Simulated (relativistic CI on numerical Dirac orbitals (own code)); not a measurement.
One change at a time: Ne V

Base calculation: Dirac-Coulomb-Breit CI, KLI orbitals optimised for each configuration, model QED, valence Slater integrals scaled by 0.85, P86 correlation energy added to each configuration.

CI space (outside the closed core 1s2): 2s²2p², 2s2p³, 2p⁴, 2s²2p3s, 2s²2p3p, 2s²2p3d, 2p³3s, 2p³3p, 2s2p²3s, 2p³3d, 2s²2p4s, 2s2p²3p, 2s²2p4p, 2s²2p4d, 2s²2p4f, 2s2p²3d. Levels of other configurations are missing.

The lowest level and the first level of each name with at least 55 % of one term (blank where a level has no safe partner in the second run):

```tsv
Level	Base (cm⁻¹)	Shift (cm⁻¹)
2s²2p² ³P0	0	0
2s²2p² ³P1	410	-410
2s²2p² ³P2	1100	-1100
2s²2p² ¹D2	28381	-744
2s²2p² ¹S0	56448	-889
2s2p³ ⁵S°2	95500	-2091
2s2p³ ³D°3	179515	-2067
2s2p³ ³D°2	179588	-2140
2s2p³ ³D°1	179616	-2168
2s2p³ ³P°2	207321	-2181
2s2p³ ³P°1	207328	-2188
2s2p³ ³P°0	207361	-2221
2s2p³ ¹D°2	268743	-2238
2s2p³ ³S°1	274518	-2312
2s2p³ ¹P°1	296891	-2312
2p⁴ ³P2	422827	-3237
2p⁴ ³P1	423615	-4026
2p⁴ ³P0	423956	-4366
2p⁴ ¹D2	448345	-3620
2p⁴ ¹S0	503152	-3659
2s²2p3s ³P°0	595381	+438
2s²2p3s ³P°1	595759	+61
```

At this charge configurations can still be misplaced by up to about 7 % of their energy. 42 of the 44 excited levels that our extract of the measured tables holds in this range could be paired (the sources list more); they are missed by 3302 cm⁻¹ on average and 11375 at most, and levels without a partner can miss by more.

Task: One thing was changed in a second run, which moved the levels as shown. Which?
A. only the first 3 configurations
B. valence Slater integrals scaled by 0.75
C. non-relativistic limit
D. Breit term removed
E. configuration mixing switched off
F. Slater integrals left unscaled
G. QED terms removed

Result: C. Non-relativistic limit. Without relativity the fine structure collapses and s electrons lose their extra binding.
